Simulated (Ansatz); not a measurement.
`O[C]1(F)[CH2][GeH2]1` → `F[CH2][GeH]1[CH2][O]1`  (isomerisation)

Gas-phase electronic energies from Ansatz, PBE0-D4/def2-TZVP geometries. CCSD(T)/CBS adds triple-zeta CCSD(T) − MP2 to the extrapolated MP2 energy (def2 sets, frozen cores). Functionals use def2-TZVPP. B3LYP here is the variant with VWN-RPA as its local correlation; programs differ in this. For Ge outer-core shells are correlated without core-valence functions, which leaves a few kJ/mol of doubt a bond. Scalar relativity is left out up to krypton. Each species was taken in one conformer, which may not be the lowest.

```tsv
level	ΔE (kJ/mol)
ωB97X-V	-3.8
B2PLYP	-12.3
B3LYP	-11.4
MP2/def2-TZVPP	-8.4
```

Q: What does CCSD(T)/CBS give? (An estimate is asked.)

A: The calculation gave: -6.3 kJ/mol. The listed levels differ from it by 2.5, -6.0, -5.1, -2.1 kJ/mol.

Largest T1 diagnostic among the species: 0.014.

From PBE to PBE0 (25 % exact exchange), in def2-TZVPP and without D4, ΔE moves by +5.4 kJ/mol.
